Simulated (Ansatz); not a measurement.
```yaml
crystal:
  periodic: [false, false, false]
  atoms:
    - {symbol: C, position_ang: [-0.216695, 1.435176, -0.623561]}
    - {symbol: h, position_ang: [0.014228, 0.022040, 0.009445]}
    - {symbol: C, position_ang: [1.052904, -0.115026, 1.172783]}
    - {symbol: Ga, position_ang: [-1.042767, -1.646746, -0.684746]}
    - {symbol: H, position_ang: [-0.537007, 1.456164, -1.667301]}
    - {symbol: H, position_ang: [-1.053640, 1.860046, -0.044657]}
    - {symbol: H, position_ang: [0.624678, 2.122757, -0.486998]}
    - {symbol: H, position_ang: [0.879474, -0.919814, 1.890163]}
    - {symbol: H, position_ang: [1.999622, -0.364636, 0.665271]}
    - {symbol: H, position_ang: [1.237169, 0.820133, 1.712118]}
    - {symbol: H, position_ang: [-0.473658, -2.635169, -1.780873]}
    - {symbol: H, position_ang: [-2.484307, -2.034924, -0.161634]}
basis:
  gaussian: {orbitals: 6-31G}
hamiltonian: {xc: {name: r2SCANh}, dispersion: d4}
accuracy: high
output: {forces: true}
```

```sh
$ ansatz run in.yaml --threads 4 --pin off --events-out ev --progress --plain --max-ram 10444MiB
```

Output, abridged:

```
Error: YAML parse error: error: line 5 column 16: `h` is not an element symbol (H … Og, case-exact)
 --> <input>:5:16
3 |   atoms:
4 |     - {symbol: C, position_ang: [-0.216695, 1.435176, -0.623561]}
5 |     - {symbol: h, position_ang: [0.014228, 0.022040, 0.009445]}
6 |     - {symbol: C, position_ang: [1.052904, -0.115026, 1.172783]}
7 |     - {symbol: Ga, position_ang: [-1.042767, -1.646746, -0.684746]}
```

**Question.** Something in this input is off. What?

**Answer.** An element symbol is wrong. The program refused the input.
